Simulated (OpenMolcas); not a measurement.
Co4+ among 5 point charges of -2.6 e arranged as a trigonal bipyramid (D3h), 1.92 Å from the ion, with the axial distance 1.690 Å. The active orbitals were held to one l.

```yaml
Program: OpenMolcas
Method: CASSCF
Basis: ANO-RCC-VTZP [6s5p3d2f1g]
Scalar_Hamiltonian: DKH2, point nucleus
Active_space: 5 electrons in 5 orbitals (3d)
State_averaging: 2S+1 = 6 even, 1 root; 2S+1 = 4 even, 24 roots; 2S+1 = 2 even, 75 roots
Spin-orbit_coupling: RASSI with atomic mean-field integrals over the reference wave functions
```

**Question.** What is the spin-free ground state (labels of D3, the rotations of D3h)?

**Answer.** 6A1, 1-fold in its orbital part, 100 % from free-ion S terms; it has the highest spin that d5 allows.

**Question.** What are the lowest two levels with spin-orbit coupling?

**Answer.** A 2-fold level E1/2 with g = 0.00, 0.00, 10.01, then a 2-fold level E3/2 1.0 cm-1 above it. Their leading multiplicities are 6 (100 %) and 6 (100 %).

**Question.** What is χT at 300 K, and how does it compare with the textbook value?

**Answer.** The lowest level has 2S+1 = 6, for which the spin-only value is χT = S(S+1) / 2 = 4.375 cm3 K/mol (g = 2). The computed 4.385 at 300 K differs by +0.010, little more than the free-electron g of 2.0023 accounts for.

Without dynamic correlation the repulsion within the d shell is too large (B by tens of per cent), so at a given field states of lower spin stand too high. Point charges give a weaker field than real ligands, and real ions of this kind are often low spin; the high spin found here belongs to the model. Point charges carry no covalency, so the field is a model and not that of real ligands. An unlabelled pair can be two single states that coincide in this model. No measured value stands beside these numbers.
